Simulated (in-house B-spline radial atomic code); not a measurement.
A run on neutral tin that did not converge. Method: scalar-relativistic (X2C) RPBE, spin-polarised, spherical fractional occupations, Fermi nucleus of rms radius 4.6519 fm; computed with an all-electron radial atomic-structure program (B-spline basis).

Command:
```bash
python run_scf.py task.json out
```
Settings (nuclear radius in fm, mass in u):
```
Z                50
configuration    [Ar] 3d10 4s2 4p5.875 4d10 5s2 5p2 5f0.125
hamiltonian      x2c
method           rpbe,pbe
spin_polarised   True
nucleus          fermi
rms_radius       4.6519
atomic_mass      119.9022
speed_of_light   137.035999084
```

First and last ten iterations of the last attempt (damped for 15 steps, keeping 80 % of the old Fock matrix, then DIIS):
```
 iter        energy (Eh)    residual
    1       -6174.274510    4.68e-01
    2       -6174.126778    2.54e-01
    3       -6175.338019    1.52e-01
    4       -6175.816864    8.84e-02
    5       -6175.992306    5.02e-02
    6       -6176.052956    2.81e-02
    7       -6176.073144    1.64e-02
    8       -6176.079743    1.01e-02
    9       -6176.081900    6.42e-03
   10       -6176.082620    4.21e-03
  111       -6176.083058    1.81e-05
  112       -6176.083052    2.52e-05
  113       -6176.083059    1.53e-05
  114       -6176.083062    8.46e-06
  115       -6176.083062    6.80e-06
  116       -6176.083063    3.64e-06
  117       -6176.083063    5.13e-06
  118       -6176.083063    4.94e-06
  119       -6176.083064    6.86e-06
  120       -6176.083064    9.33e-06
 not converged after 120 iterations
```

The smallest residual met was 1.5e-06; the threshold is about 5e-07. Over the last five steps the energy moves by less than 3e-06 hartree, but the orbitals didn't meet the threshold. Run time, properties included: 3.2 s on 1 thread of Arm Neoverse V2, on a shared host.
